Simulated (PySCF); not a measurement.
A PySCF script (with the pyscf-properties extension) for the NMR shieldings of `Cl[B-](Cl)(Cl)Cl`, [BCl₄]-, on a GFN2-xTB geometry:

```python
import basis_set_exchange as bse
import numpy as np
from pyscf import gto, dft
from pyscf.prop import nmr

atoms = """
Cl   -1.436191   -0.503187   -1.051102
B     0.001599    0.000604   -0.003685
Cl    1.496661    0.217184   -1.070495
Cl   -0.384602    1.596792    0.847430
Cl    0.331155   -1.308539    1.260667
"""
names = dict.fromkeys(["Cl", "B"], "pcSseg-1")
basis = {el: gto.basis.parse(bse.get_basis(n, elements=[el], fmt="nwchem")) for el, n in names.items()}
mol = gto.M(atom=atoms, basis=basis, charge=-1, verbose=0)
mf = dft.RKS(mol, xc="PBE0")
mf.grids.level = 2
mf.grids.alignment = dft.numint.BLKSIZE   # the property module wants whole blocks of grid points
mf.conv_tol = 1e-9
mf.kernel()

calc = nmr.RKS(mf)   # GIAO
C = mf.mo_coeff
Co = C[:, mf.mo_occ > 0]
resp = mf.gen_response(singlet=True, hermi=2)
def vind(x):   # induced exchange potential for any number of trial vectors
    d = np.einsum("pi,xij,qj->xpq", C, 2 * x.reshape(-1, C.shape[1], Co.shape[1]), Co, optimize=True)
    return np.einsum("xpq,pi,qj->xij", resp(d - d.transpose(0, 2, 1)), C, Co, optimize=True).ravel()
mo1, _ = nmr.rhf.solve_mo1(calc, with_cphf=vind)
sigma = calc.kernel(mo1)
for i, s in enumerate(sigma):   # ppm
    w = np.linalg.eigvalsh((s + s.T) / 2)
    print("%2d %-2s iso %8.1f  s11 %8.1f  s22 %8.1f  s33 %8.1f" % (i, mol.atom_pure_symbol(i), w.mean(), *w))
```

Q: Give the expected output.

A: 
```
 0 Cl iso    794.5  s11    705.6  s22    705.8  s33    972.3
 1 B  iso     90.8  s11     90.8  s22     90.8  s33     90.8
 2 Cl iso    794.5  s11    705.3  s22    705.6  s33    972.5
 3 Cl iso    794.4  s11    705.3  s22    705.4  s33    972.6
 4 Cl iso    794.4  s11    705.2  s22    705.3  s33    972.6
```

These numbers come from an equivalent density-fitted implementation of the same equations, which agrees with the script to about 0.01 ppm for H and up to a few tenths of a ppm for heavy atoms, so last digits may differ.

Size and cost of the density-fitted run: 113 basis functions, 11 s wall time on 1 thread of an Arm Neoverse N1, shared host.
